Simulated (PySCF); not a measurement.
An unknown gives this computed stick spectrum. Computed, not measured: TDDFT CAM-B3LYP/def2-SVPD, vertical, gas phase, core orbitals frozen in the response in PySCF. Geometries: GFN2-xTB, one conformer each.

```
state  ν̃ (cm⁻¹)       f  main configurations (H = HOMO, L = LUMO)
   S1      48880  0.0001                    H→L (83%), H→L+1 (12%)
   S2      52960  0.0014                               H→L+2 (85%)
   S3      55650   0.035                    H→L+1 (81%), H→L (11%)
   S4      58750  0.0089                  H→L+3 (57%), H→L+5 (36%)
   S5      59330  0.0003                  H→L+4 (83%), H→L+7 (11%)
   S6      60850  0.0028      H→L+5 (54%), H→L+3 (35%), H→L+8 (8%)
   S7      62160   0.029                               H→L+8 (84%)
   S8      63310   0.014                   H→L+6 (86%), H→L+7 (9%)
```

Triplets computed (Tamm–Dancoff): 5.79, 6.38, 6.69 eV.

Question: Which structure fits? All have the formula C2H11NSi2.
A. `CCN([SiH3])[SiH3]`
B. `N[SiH2]CC[SiH3]`
C. `C[Si@@H](N)C[SiH3]`
D. `CN(C)[SiH2][SiH3]`

Answer: A. Its S1 lies at 6.06 eV; the nearest of the others has S1 at 6.37 eV. S1 is HOMO→LUMO (83%), HOMO→LUMO+1 (12%). Löwdin shares by element: HOMO nitrogen 52%, silicon 16%, carbon 8% or more (atoms not listed hold the other 24%); LUMO silicon 42%, carbon 15% (atoms not listed hold the other 43%). At the same level the other candidates give, for their lowest levels:
- `N[SiH2]CC[SiH3]`: 6.37 eV (f 0.017); 7.24 eV (f 0.006); 7.66 eV (f 0.017); 7.87 eV (f 0.017); 7.90 eV (f 0.017); T1 6.02 eV; HOMO -8.75, LUMO 1.06 eV
- `C[Si@@H](N)C[SiH3]`: 6.56 eV (f 0.019); 7.47 eV (f 0.017); 7.68 eV (f 0.035); 7.98 eV (f 0.020); 8.13 eV (f 0.002); T1 6.20 eV; HOMO -8.73, LUMO 1.10 eV
- `CN(C)[SiH2][SiH3]`: 5.17 eV (f 0.018); 5.87 eV (f 0.005); 6.15 eV (f 0.009); 6.49 eV (f 0.138); 6.65 eV (f 0.014); T1 4.82 eV; HOMO -7.56, LUMO 0.86 eV

Shape of the structure used: `[CH3:1][CH2:2][N:3]([SiH3:4])[SiH3:5]`: C1–C2–N3–Si4 -81°.
